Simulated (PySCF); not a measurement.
Computed shifts of a molecule C4H5FO, PBE/pcSseg-1 in PySCF, GIAO, gas phase, equivalent atoms averaged, in ppm (number of nuclei): ¹³C: 208.9 (1), 90.6 (1), 26.0 (2). ¹⁹F: -252.1 (1). ¹H: 11.01 (1), 1.71 (4). References: ¹⁷O against H2O (σ = 334.3 ppm); ¹³C against TMS (σ = 182.0 ppm); ¹⁹F against CFCl3 (σ = 133.6 ppm); ¹H against TMS (σ = 31.49 ppm), references at their B3LYP-D3(BJ)/def2-TZVP geometries, non-relativistic. Geometry: B3LYP-D3(BJ)/def2-SVP. Other conformers were not sampled.

Identify the compound among the candidates.
A. C=C[C@H](F)C=O
B. O=CC1(F)CC1
C. C=C(F)CC=O
D. F/C=C1\CCO1

B, O=CC1(F)CC1
